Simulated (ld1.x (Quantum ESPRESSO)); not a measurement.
# Mn (Z = 25): one change to a TM potential, before and after

ld1.x (Quantum ESPRESSO) 7.5 input, shortened:

```
&input
   title='Mn', zed=25., rel=1, dft='PBE', iswitch=3,
   config='[Ar] 3d5 4s1 4p1'
 /
 &inputp
   pseudotype=2, tm=.true., lloc=2,
   nlcc=.false.
 /
3
4S  1  0   1.00   0.00  2.30  2.30  0.0
4P  2  1   1.00   0.00  3.70  3.70  0.0
3D  3  2   5.00   0.00  1.85  1.85  0.0
 &test
   configts(1)='3d5 4s1 4p1'
 /
```

Change: all radii scaled by about 1.26 (s 2.90, p 4.68, d 2.34 bohr).

Cutoffs: the cutoffs (Ry, on a coarse ladder) from which the occupation-weighted sum of valence levels, in a spherical-Bessel basis at the reference potential, stays within 10 and 1 mRy of its value at 400 Ry; they do not see the model core or the augmentation charge, which bear on the density cutoff. Errors are all-electron minus pseudo energies relative to the spin-unpolarised reference configuration.

Question: How do hardness, ghosts and transferability respond?

Answer: The potential gets softer (80 Ry and 120 Ry → 50 Ry and 80 Ry); the bound ghosts move from p, s to s; of the 7 tests that both files solve, the error grows in 3 and shrinks in 1 by more than 15 % and 0.3 meV (median size 18.6 → 21.4 meV). A larger radius leaves more room for a smooth pseudo-wave, so fewer plane waves are needed.

```tsv
quantity	base	changed
cutoff, loose	80 Ry	50 Ry
cutoff, tight	120 Ry	80 Ry
loose cutoff by channel (10 mRy a level)	s 6 Ry, p 6 Ry, d 70 Ry	s 6 Ry, p 6 Ry, d 45 Ry
bound ghosts	s, p	s
error for 3d5 4s2 4p0, meV [ΔE -3.86 eV]	+8.1	+7.8
error for 3d5 4s1 4p0, meV [ΔE 4.56 eV]	+1.3	-2.4
error for 3d5 4s0 4p0, meV [ΔE 20.16 eV]	+81	+43
error for 3d3 4s0 4p0, meV [ΔE 103.44 eV]	-112	+487
error for 3d5 4s0 4p2, meV [ΔE 4.07 eV]	+10	+10
error for 3d5 4s0 4p1, meV [ΔE 9.30 eV]	+19	+23
error for 3d5.5 4s1.5 4p0, meV [ΔE -4.34 eV]	-22	-21
```

Changed file: These tests converged, but a pseudo level misses the all-electron one widely, so the file describes the atom poorly there or has found another state: 3d3 4s0 4p0: empty 4p by 7.7 eV (a node warning on the way). A true bound ghost makes a file unfit for plane-wave use even where its test errors are small: the radial tests pick states by their node count and pass the ghost by.
